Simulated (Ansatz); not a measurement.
Frontier orbitals of `CC[N](C)[Ti]([Cl])([Cl])[Cl]`.

```xyz
16

C    -1.926   -0.366    0.137
C    -0.604   -0.113    0.838
N     0.472    0.269   -0.066
C     0.349    1.560   -0.696
Ti    1.784   -0.998   -0.122
Cl    3.278   -0.338   -1.578
Cl    2.645   -1.157    1.903
Cl    0.854   -2.911   -0.711
H    -2.675   -0.689    0.862
H    -1.815   -1.150   -0.615
H    -2.303    0.535   -0.351
H    -0.305   -1.022    1.376
H    -0.703    0.666    1.606
H     1.239    1.778   -1.283
H    -0.519    1.594   -1.364
H     0.229    2.342    0.063
```

Charge 0, multiplicity 1. Correlated methods include outer-core shells of Ti, which these sets cover unevenly. Scalar relativity is left out up to krypton. Geometry: relaxed with PBE0-D4/def2-TZVP. It is one conformer, not always the lowest. Basis def2-TZVPP, the Gaussian-basis code of Ansatz.

Orbital energies of one run (eV). Highest occupied ones, from the top: -6.45, -7.69, -7.90, -8.09, -8.28, -8.51, -8.69, -8.79, -9.00, -9.07, -9.21, -9.46, -9.75, -10.31. Empty: -3.99, -3.58, -3.20, -2.60, -2.33, -0.58.

Question: Which functional gave them?
A. r2SCANh
B. LDA (SPW92)
C. LC-ωPBE
D. PBE0

Answer: B. HOMO energies: LDA (SPW92) -6.45, r2SCANh -7.05, LC-ωPBE -10.29, PBE0 -7.59 eV.

LC-ωPBE has ω = 0.4 bohr⁻¹.
